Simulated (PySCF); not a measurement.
**HRuS, quartet: structure and spectrum**

These are results of UPBE/[Ru def2-TZVP with ECP28, S def2-TZVP, H def2-TZVP], scalar-relativistic core potentials, density fitting, no spin–orbit coupling, PySCF, not measurements.

The structure is a minimum.

```json
{
 "Point group": "Cs",
 "Bond lengths": "Ru–H 1.579 Å, Ru–S 2.063 Å",
 "Bond angles": "H–Ru–S 94.3°",
 "Zero-point energy": "18.7 kJ/mol",
 "Dipole moment": "2.89 D",
 "Principal polarisabilities": "43.9, 49.4, 77.9 bohr³",
 "Spin squared ⟨S²⟩": "3.760",
 "Entropy at 298.15 K and 1 bar (electronic part: spin only)": "277.4 J/(mol K)",
 "Highest occupied level (β)": "-5.03 eV",
 "Principal quadrupole moments (Buckingham, traceless) about the centre of mass": "-1.93, -0.87, 2.80 D Å",
 "Heat capacity Cp at 298.15 K": "43.1 J/(mol K)",
 "Atomisation energy without zero-point energy": "745 kJ/mol",
 "Lowest empty level (β)": "-4.16 eV",
 "Rotational constants": "6.819, 0.1621, 0.1584 cm⁻¹",
 "Enthalpy at 298.15 K above 0 K": "10.97 kJ/mol",
 "Rotational symmetry number": "1"
}
```

Harmonic modes (masses in u: Ru 101.904, S 31.972, H 1.008):
```csv
symmetry,ω (cm⁻¹),IR (km/mol),μ (u),type
a',527,12.9,19.10,stretch
a',541,41.3,1.07,bend
a',2065,39.6,1.02,stretch
```

Charges (e):
```json
{"atom": "Ru1", "Mulliken": "0.31", "Löwdin": "-0.16", "polar tensor": "0.53", "spin (Mulliken)": "2.28", "Mayer order to Ru1": "–"}
{"atom": "S2", "Mulliken": "-0.32", "Löwdin": "0.14", "polar tensor": "-0.38", "spin (Mulliken)": "0.79", "Mayer order to Ru1": "2.23"}
{"atom": "H3", "Mulliken": "0.01", "Löwdin": "0.02", "polar tensor": "-0.15", "spin (Mulliken)": "-0.07", "Mayer order to Ru1": "0.93"}
```

Mulliken populations on Ru1 (electrons outside its core potential): s 2.55, p 6.21, d 6.93, f 0.00.

This need not be the most stable arrangement of these atoms. Open d and f shells are described by one determinant, and the ground state may have another occupation or spin.

The final relaxation and frequency run took 33 s on 2 threads of a shared Arm Neoverse V2 host, with 83 basis functions and 16 gradients; the process peaked at 0.74 GiB. Launch command: `OMP_NUM_THREADS=2 python axn.py task.json out`.
